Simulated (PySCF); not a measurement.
Isomers of C7H13F. Computed with PBE0-D3(BJ)/def2-SVP geometry optimisation, gas phase in PySCF 2.14.0. Energies are electronic, without zero-point or thermal terms, for one conformer each. No frequencies were run at this level. Point groups hold within 0.08 Å.

Task: Rank from lowest to highest electronic energy at this level (kcal/mol).
A. `[CH3:1][C:2]([CH3:3])=[C:4]([CH3:5])[CH2:6][CH2:7][F:8]` with C2–C4–C6–C7 95°, C4–C6–C7–F8 176°
B. `[CH2:1]=[CH:2][CH2:3][C@@H:4]([CH2:5][CH3:6])[CH2:7][F:8]` with C1–C2–C3–C4 123°, C2–C3–C4–C5 172°, C3–C4–C5–C6 -68°, C3–C4–C7–F8 176°
C. `CC(C)(C)[C@@H]1C[C@H]1F`

Result: A (0.0), C (3.5), B (3.9).

Neighbours under 2.5 kcal/mol apart (CC(C)(C)[C@@H]1C[C@H]1F and C=CC[C@@H](CC)CF) can change places with a better method, another conformer or zero-point energy.

| SMILES | E (Eh) | E rel (kcal/mol) | dipole (D) | point group | A, B, C (MHz) |
| --- | --- | --- | --- | --- | --- |
| CC(C)=C(C)CCF | -373.70597 | 0.0 | 2.11 | C1 | 3235, 1092, 881.7 |
| CC(C)(C)[C@@H]1C[C@H]1F | -373.70042 | 3.5 | 1.73 | C1 | 3256, 1306, 1214 |
| C=CC[C@@H](CC)CF | -373.69980 | 3.9 | 1.54 | C1 | 2269, 1302, 888.2 |
